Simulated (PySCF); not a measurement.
C4H5Cl3Si.
SMILES: `ClC(Cl)C1=C[SiH2][C@H]1Cl`

Computed, not measured: TDDFT wB97X-D/def2-SVPD, vertical, gas phase, core orbitals frozen in the response (PySCF). Isolated species at its GFN2-xTB geometry (one conformer only). Torsions of this conformer, `[Cl:1][CH:2]([Cl:3])[C:4]1=[CH:5][SiH2:6][C@H:7]1[Cl:8]`: Cl1–C2–C4–C5 107°.

Each state is given a Gaussian of 0.25 eV full width at half maximum, with ε(max) = 2.175×10⁸ f / Δν̃ (Δν̃ the width in cm⁻¹). The width is an assumption, not a result. The curve ends short of the highest state used, and states not computed would add to its high-energy end.

| E (eV) | ε (L mol⁻¹ cm⁻¹) |
| --- | --- |
| 5.33 | 1 |
| 5.36 | 1 |
| 5.40 | 5 |
| 5.43 | 10 |
| 5.46 | 20 |
| 5.49 | 38 |
| 5.52 | 64 |
| 5.56 | 116 |
| 5.59 | 164 |
| 5.62 | 215 |
| 5.65 | 260 |
| 5.68 | 290 |
| 5.72 | 297 |
| 5.75 | 277 |
| 5.78 | 243 |
| 5.81 | 206 |
| 5.84 | 184 |
| 5.88 | 216 |
| 5.91 | 317 |
| 5.94 | 516 |
| 5.97 | 834 |
| 6.00 | 1278 |
| 6.04 | 2036 |
| 6.07 | 2668 |
| 6.10 | 3292 |
| 6.13 | 3879 |
| 6.16 | 4449 |
| 6.20 | 5327 |
| 6.23 | 6206 |
| 6.26 | 7330 |
| 6.29 | 8623 |
| 6.32 | 9878 |
| 6.36 | 11008 |
| 6.39 | 11148 |
| 6.42 | 10607 |
| 6.45 | 9534 |

(1) Where are the band maxima, and which computed states make them?

(2) Coming from long wavelengths, where does ε first pass 100 L mol⁻¹ cm⁻¹?

(3) On this curve, what absorbance would a 10⁻³ mol/L sample give at 222 nm over a 1 cm path?

Results:

(1) 217 nm (5.71 eV), ε about 300, made up of S1 (100%); 194 nm (6.38 eV), ε about 11000, made up of S3 (96%) (ε in L mol⁻¹ cm⁻¹; maxima over ε = 5, shares over 10%). The states used: S1 5.71 eV (f 0.0028); S2 6.15 eV (f 0.031); S3 6.38 eV (f 0.100); S4 6.65 eV (f 0.018); S5 6.68 eV (f 0.023); S6 6.81 eV (f 0.114); S7 6.96 eV (f 0.0018); S8 7.05 eV (f 0.063).

(2) At about 223 nm (5.55 eV), 0.16 eV below S1.

(3) 222 nm is 5.585 eV, where ε is about 160 L mol⁻¹ cm⁻¹, so A = ε c l ≈ 0.16 (Beer–Lambert, with the gas-phase spectrum and the assumed width).
